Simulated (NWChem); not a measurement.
Molecule: SeBrCl; SMILES Cl[Se]Br

```xyz
3

Se     0.7465    -0.5844     0.0000
Cl    -0.9693    -1.9204     0.0000
Br    -0.2544     1.5005     0.0000
```
Atoms are numbered in this order, from 1.

Structure relaxed at the PBE0/def2-SVP level.

Symmetry labels are those of Cs in the frame above (b1 and b2, or b-type labels, depend on it).

List the 4 lowest vertical singlet excitations from PBE/def2-SVP, full TDDFT (NWChem).


```tsv
state	energy (eV)	oscillator strength	symmetry	leading excitation (squared amplitude)
S1	2.27	0.000	a"	HOMO → LUMO (1.00)
S2	2.65	0.000	a"	HOMO → LUMO+1 (1.00)
S3	4.28	0.000	a"	HOMO−2 → LUMO (0.99)
S4	4.37	0.011	a'	HOMO−1 → LUMO (0.91)
```
